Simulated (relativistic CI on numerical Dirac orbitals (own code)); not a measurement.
What each ingredient does to the levels of B⁴⁺

Base calculation: Dirac-Coulomb-Breit CI, KLI orbitals optimised for each configuration, model QED.

Configurations in the expansion: 1s, 2s, 2p, 3s, 3p, 3d, 4s, 4p, 4d, 4f, 5s, 5p, 5d, 5f, 5g, 6s, 6p, 6d. Levels of other configurations are missing.

The lowest level and the first level of each name with at least 55 % of one term (blank where a level has no safe partner in the second run):

```tsv
Level	Base (cm⁻¹)	Shift (cm⁻¹)
1s ²S1/2	0	0
2p ²P°1/2	2057998	+102
2s ²S1/2	2058012	+88
2p ²P°3/2	2058227	+101
3p ²P°1/2	2439196	+102
3s ²S1/2	2439200	+98
3d ²D3/2	2439263	+102
3p ²P°3/2	2439264	+101
3d ²D5/2	2439286	+102
4p ²P°1/2	2572605	+102
4s ²S1/2	2572607	+100
4d ²D3/2	2572634	+102
4p ²P°3/2	2572634	+102
4f ²F°5/2	2572644	+102
4d ²D5/2	2572644	+102
4f ²F°7/2	2572648	+102
5p ²P°1/2	2634351	+102
5s ²S1/2	2634352	+101
5d ²D3/2	2634366	+102
5p ²P°3/2	2634366	+102
5f ²F°5/2	2634371	+102
5d ²D5/2	2634371	+102
```

(1) One thing was changed in a second run, which moved the levels as shown. Which?
A. Breit term removed
B. non-relativistic limit
C. configuration mixing switched off
D. QED terms removed

Results:

(1) D. QED terms removed. QED shifts follow the density of s (and p1/2) electrons at the nucleus, so configurations move by their count of such electrons; where none moves, the smaller shifts of p3/2 electrons and of j = l + 1/2 against j = l − 1/2 set the pattern.
